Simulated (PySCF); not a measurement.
CH₄FNSi.
SMILES with atom numbers: `[H]/[N:1]=[CH:2]\[SiH2:3][F:4]` (hydrogens: H5 on N1; H6 on C2; H7, H8 on Si3)

Level: PBE0/pcSseg-1 and CAM-B3LYP/def2-SVPD in PySCF, non-relativistic, on one gas-phase PBE0-D3(BJ)/def2-SVP geometry that isn't relaxed in the solvent. The solvent is an IEF-PCM continuum (van der Waals radii × 1.2). The model holds no explicit solvent molecules, cavitation or dispersion.

Gas phase at PBE0/pcSseg-1: HOMO -7.57 eV, LUMO -1.31 eV, dipole 1.55 D.

Task: What does the continuum do to the energy, the frontier levels and the dipole at PBE0/pcSseg-1 in water?

Result: 
| solvent | ε | E(solvent) − E(gas) (kcal/mol) | polarisation term (kcal/mol) | distortion of the solute (kcal/mol) | HOMO (eV) | LUMO (eV) | dipole (D) |
| --- | --- | --- | --- | --- | --- | --- | --- |
| water | 78.36 | -5.75 | -6.55 | 0.80 | -7.49 | -1.12 | 1.95 |

The polarisation term is half the interaction of the solute with the surface charges that it induces; the rest is the cost of distorting the solute's density. The sum is the electrostatic part of solvation alone.

Task: Which radius a makes the point-dipole formula ΔE = −[(ε − 1)/(2ε + 1)]·μ²/a³ give the value in water, with the gas-phase dipole?

Result: μ = 0.609 au and |ΔE| = 0.00917 Eh give a = 1.43 Å; the farthest nucleus lies 2.29 Å from the centroid of the nuclei, so such a sphere wouldn't even hold the nuclei. The formula assumes a rigid point dipole at the centre of a sphere.

Task: Which Mulliken charges (PBE0/pcSseg-1) respond most in water (means over atoms taken as equivalent)?

Result: 
| atoms | environment | gas (e) | solvent (e) | change |
| --- | --- | --- | --- | --- |
| N1 | C=N nitrogen | -0.311 | -0.380 | -0.069 |
| H5 | N–H hydrogen | +0.169 | +0.200 | +0.031 |
| F4 | silicon-bound fluorine | -0.431 | -0.450 | -0.019 |
| Si3 | fluorine-bound silicon | +0.896 | +0.915 | +0.019 |
| C2 | C=N carbon | -0.270 | -0.256 | +0.014 |
| H6 | hydrogen on a C=N carbon | +0.148 | +0.158 | +0.010 |
| H7/H8 | Si–H hydrogen | -0.101 | -0.093 | +0.008 |

Task: Which Mayer bond orders change most in water?

Result: 
| bond | length (Å) | gas | solvent | change |
| --- | --- | --- | --- | --- |
| Si3–F4 | 1.626 | 0.907 | 0.881 | -0.026 |
| N1–C2 | 1.273 | 1.980 | 1.974 | -0.006 |
| Si3–H7 | 1.490 | 0.921 | 0.927 | +0.006 |
| Si3–H8 | 1.490 | 0.921 | 0.927 | +0.006 |
| N1–H5 | 1.030 | 0.937 | 0.933 | -0.004 |
| C2–Si3 | 1.893 | 0.858 | 0.859 | +0.001 |
| C2–H6 | 1.107 | 0.918 | 0.918 | 0.000 |

Task: How do the nuclear quadrupole coupling constants eQVzz/h respond in water?

Result: 
```json
{"nucleus": "14N at N1", "Q (barn)": "0.02044", "gas (MHz)": "-4.97", "solvent (MHz)": "-4.76", "η gas": "0.57", "η solvent": "0.60"}
```

Gas phase at CAM-B3LYP/def2-SVPD: HOMO -9.06 eV, LUMO -0.29 eV, dipole 1.52 D.

Task: What does the continuum do to the energy, the frontier levels and the dipole at CAM-B3LYP/def2-SVPD in water?

Result: 
```
solvent      ε  E(solvent) − E(gas) (kcal/mol)  polarisation term (kcal/mol)  distortion of the solute (kcal/mol)  HOMO (eV)  LUMO (eV)  dipole (D)
  water  78.36                           -5.65                         -6.67                                 1.02      -8.99      -0.09        2.01
```

Task: How does the static polarisability (CAM-B3LYP/def2-SVPD, frozen core, with the continuum's full static response) change?

Result: 
| medium | isotropic (au) | principal values (au) | ⟨r²⟩ of the electrons (bohr²) |
| --- | --- | --- | --- |
| gas | 45.9 | 37.9, 45.3, 54.4 | 431.2 |
| water | 59.4 | 49.7, 58.7, 69.9 | 432.2 |

The isotropic value in water is 1.30 times the gas-phase one; no cavity-field correction is applied. ⟨r²⟩ is taken about the centre of nuclear charge.

Shape of the structure used: `[H]/[N:1]=[CH:2]\[SiH2:3][F:4]`: N1–C2–Si3–F4 178°.
